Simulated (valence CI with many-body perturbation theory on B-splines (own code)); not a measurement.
**Questions on W2+**

Method: relativistic CI+MBPT: four valence electrons over a frozen Dirac-Fock core [Xe] 4f14, radial functions for each j: 9 s, 9 p, 10 d, 8 f, 5 g, 3 h, 1 i, with the one-electron correlation potential Σ1 (screened to all orders), the two-electron term Σ2, the three-electron term Σ3, Breit, model QED; selected single and double excitations, second order for the rest, scaled by the run's own slope (own B-spline code, finite nucleus).

Against 9 measured levels this calculation errs by 381 cm⁻¹ on average and by 1000 at most. These come from a selection out of NIST levels as listed in McCann et al., Mon. Not. R. Astron. Soc. 538, 537 (2025). Levels without a partner in it may be off by more, other configurations by 1,000 to 8,000 cm⁻¹. Among the levels kept, up to 420 cm⁻¹ of a level comes from second order outside the variational space, and about a tenth of that is noise between levels of different J, which matters for small intervals. Only levels of the ground parity were solved; by the run's estimate the other parity begins above the list, which can be wrong where configurations are misplaced.

Names give the largest LS component (configuration and term), which can be under half, so a name can repeat, a term be missing and a line seem to break the LS rules; names also repeat where a configuration has a term twice.

Rates and lifetimes use the calculated energies. Strong lines usually hold to 10 to 20 %, long lifetimes can be off by a factor of two.

Problem. What is the ground level?

Solution. 5d4 5D_0, composition 68 % 5d4 5D + 27 % 5d4 3P.

Problem. What is the ionisation energy?

Solution. 25.789 eV; NIST lists 26 ± 0.4 eV (semi-empirical).

Problem. How well does LS coupling describe the low levels?

Solution. Among the lowest 20 levels the leading LS term, summed over configurations, holds 69 % on average. For single configurations the figures are 65 % in LS and 53 % in jj coupling. Terms mix most in the J = 4 level at 18070 cm⁻¹, where the leading one holds 31 %.

Problem. How is the term 5D of the ground level split?

Solution. J = 0 at 0.0, J = 1 at 2108, J = 2 at 4243, J = 3 at 6064, J = 4 at 7536 cm⁻¹.

Problem. What are the static dipole polarisabilities of the lowest levels?

Solution. 5d4 5D_0 13.1; 5d4 5D_1 12.8 (tensor -0.57); 5d4 5D_2 12.6 (tensor -0.36); 5d4 5D_3 12.6 (tensor 0.24) bohr³, of which the core gives 2.05.
